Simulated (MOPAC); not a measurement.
MOPAC input (PM6):

```
PM6 1SCF GEO-OK AUX(PRECISION=9) THREADS=1
CAuClO

Au   -0.00000000 1   -0.00000000 1   -0.02298669 1
Cl    0.00000000 1    0.00000000 1    2.22759416 1
O    -0.00000000 1   -0.00000000 1   -3.05909148 1
C    -0.00000000 1   -0.00000000 1   -1.93007001 1
```

From the output:

```
                                                       MOPAC v23.2.5 Linux

          FINAL HEAT OF FORMATION =         35.57011 KCAL/MOL =     148.82532 KJ/MOL

          COSMO AREA              =        109.51 SQUARE ANGSTROMS
          COSMO VOLUME            =         89.19 CUBIC ANGSTROMS

          IONIZATION POTENTIAL    =         10.520023 EV
          HOMO LUMO ENERGIES (EV) =        -10.520 -1.982
          NO. OF FILLED LEVELS    =         14
          MOLECULAR WEIGHT        =        260.4299         POINT GROUP:  C*v

          MOLECULAR DIMENSIONS (Angstroms)

            Atom       Atom       Distance
            O     3   Cl     2     5.28669
            O     3   Cl     2     0.00000
           Au     1   Cl     2     0.00000

          SCF CALCULATIONS        =          1

   ATOM   CHEMICAL          X               Y               Z
  NUMBER   SYMBOL      (ANGSTROMS)     (ANGSTROMS)     (ANGSTROMS)

     1      Au         -0.00000000  *  -0.00000000  *  -0.02298669  *
     2      Cl          0.00000000  *   0.00000000  *   2.22759416  *
     3       O         -0.00000000  *  -0.00000000  *  -3.05909148  *
     4       C         -0.00000000  *  -0.00000000  *  -1.93007001  *

                             CARTESIAN COORDINATES

   1   Au       -0.000000000    -0.000000000    -0.022986690
   2   Cl        0.000000000     0.000000000     2.227594160
   3    O       -0.000000000    -0.000000000    -3.059091480
   4    C       -0.000000000    -0.000000000    -1.930070010

           Empirical Formula: C O Au Cl  =     4 atoms

      MOLECULAR POINT GROUP   :   C*v

                  EIGENVALUES
 -37.33374 -27.03442 -24.05818 -18.36096 -18.36096 -17.16660 -12.20408 -11.57935
 -11.57935 -10.95970 -10.66795 -10.66795 -10.52002 -10.52002  -1.98180  -1.74652
  -1.74652   2.44944  37.60926  41.77573  41.77573  93.12489  93.57339  93.57339
  94.94142  94.94142

              NET ATOMIC CHARGES AND DIPOLE CONTRIBUTIONS

  ATOM NO.   TYPE          CHARGE      No. of ELECS.   s-Pop       p-Pop       d-Pop
    1         Au           0.447102       10.5529     1.11022     0.01067     9.43201
    2         Cl          -0.534167        7.5342     1.99727     5.53425     0.00265
    3          O          -0.100723        6.1007     1.82089     4.27983
    4          C           0.187788        3.8122     1.49148     2.32073
 DIPOLE           X         Y         Z       TOTAL
 POINT-CHG.     0.000     0.000    -6.026     6.026
 HYBRID         0.000     0.000    -0.983     0.983
 SUM            0.000     0.000    -7.009     7.009

          ATOMIC ORBITAL ELECTRON POPULATIONS

     Atom    s        px        py        pz      x^2-y^2     xz        z^2       yz        xy
    1 Au   1.11022   0.00086   0.00086   0.00895   1.99997   1.92344   1.58520   1.92344   1.99997
    2 Cl   1.99727   1.99866   1.99866   1.53693   0.00003   0.00076   0.00105   0.00076   0.00003
    3  O   1.82089   1.44963   1.44963   1.38057
    4  C   1.49148   0.62665   0.62665   1.06743

 **********************
 *                    *
 * JOB ENDED NORMALLY *
 *                    *
 **********************

 == MOPAC DONE ==
```

The geometry given is a B3LYP-D3(BJ)/def2-TZVP minimum.
